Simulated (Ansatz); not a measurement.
Cost and result for the atomization energy of Br2FHSi (`F[SiH](Br)Br`) (5 atoms, 4 bonds).

Total charge 0; spin multiplicity 1. Correlated methods include outer-core shells of Br, which these sets cover unevenly. Scalar relativity is left out up to krypton. Geometry: relaxed with PBE0-D4/def2-TZVP. Program: Ansatz. All runs use 4 threads of an Arm Neoverse V2 on a shared host. Times are those of one run each, without the atoms' runs, and a repeat can differ threefold. Electronic energies, without spin–orbit coupling; frozen cores. CCSD(T)/CBS adds CCSD(T) − MP2 in def2-TZVPP to the MP2 limit, and its time is that of the two runs behind it. T1 = 0.008. With those shells the extrapolation isn't a true limit. HSE06 is the plane-wave form, built on full-range PBE exchange.

CCSD(T)/CBS is a level of theory with its own doubt, some kJ/mol a heavy atom from the limit and from the frozen cores, so smaller differences don't rank the functionals.

```json
{"level": "BLYP-D4/def2-TZVPP", "functions": "183", "wall time": "1.2 s", "atomization (kJ/mol)": "1583.0", "difference from CCSD(T)/CBS": "-56.9", "per bond": "-14.2"}
{"level": "PBE-D4/def2-TZVPP (with forces)", "functions": "183", "wall time": "1.4 s", "atomization (kJ/mol)": "1629.5", "difference from CCSD(T)/CBS": "-10.4", "per bond": "-2.6"}
{"level": "PBE0-D4/def2-TZVPP", "functions": "183", "wall time": "1.9 s", "atomization (kJ/mol)": "1602.3", "difference from CCSD(T)/CBS": "-37.6", "per bond": "-9.4"}
{"level": "BHLYP-D4/def2-TZVPP", "functions": "183", "wall time": "2.1 s", "atomization (kJ/mol)": "1549.1", "difference from CCSD(T)/CBS": "-90.8", "per bond": "-22.7"}
{"level": "CAM-B3LYP-D4/def2-TZVPP", "functions": "183", "wall time": "2.2 s", "atomization (kJ/mol)": "1596.7", "difference from CCSD(T)/CBS": "-43.2", "per bond": "-10.8"}
{"level": "HSE06-D4/def2-TZVPP", "functions": "183", "wall time": "2.3 s", "atomization (kJ/mol)": "1603.4", "difference from CCSD(T)/CBS": "-36.5", "per bond": "-9.1"}
{"level": "B2PLYP/def2-TZVPP", "functions": "183", "wall time": "3.1 s", "atomization (kJ/mol)": "1584.0", "difference from CCSD(T)/CBS": "-55.9", "per bond": "-14.0"}
{"level": "PBE-QIDH/def2-TZVPP", "functions": "183", "wall time": "3.2 s", "atomization (kJ/mol)": "1609.5", "difference from CCSD(T)/CBS": "-30.4", "per bond": "-7.6"}
{"level": "CCSD(T)/def2-SVP", "functions": "101", "wall time": "3.5 s", "atomization (kJ/mol)": "1459.9", "difference from CCSD(T)/CBS": "-180.0", "per bond": "-45.0"}
{"level": "B97M-V/def2-TZVPP", "functions": "183", "wall time": "4.6 s", "atomization (kJ/mol)": "1615.9", "difference from CCSD(T)/CBS": "-24.0", "per bond": "-6.0"}
{"level": "MP2/def2-QZVPP", "functions": "335", "wall time": "9.5 s", "atomization (kJ/mol)": "1680.3", "difference from CCSD(T)/CBS": "40.4", "per bond": "10.1"}
{"level": "CCSD(T)/def2-TZVPP", "functions": "183", "wall time": "55 s", "atomization (kJ/mol)": "1569.7", "difference from CCSD(T)/CBS": "-70.2", "per bond": "-17.6"}
{"level": "CCSD(T)/CBS(def2)", "functions": "–", "wall time": "65 s", "atomization (kJ/mol)": "1639.9", "difference from CCSD(T)/CBS": "0.0", "per bond": "0.0"}
```

In def2-TZVPP, CCSD(T) changes the Hartree–Fock value by +374.0 kJ/mol (the triples alone add +30.4 kJ/mol) and MP2 by +442.8 kJ/mol; breaking electron pairs costs correlation energy, which Hartree–Fock lacks. From PBE to PBE0 (25 % exact exchange), in def2-TZVPP and without D4, the atomization energy moves by −24.9 kJ/mol: exact exchange takes away binding that semilocal exchange gives to molecules. At CCSD(T), def2-SVP lies −180.1 kJ/mol from the extrapolated value and def2-TZVPP −70.2 kJ/mol: correlation converges slowly with the basis, and small sets miss more of it in the bonded molecule than in its fragments.
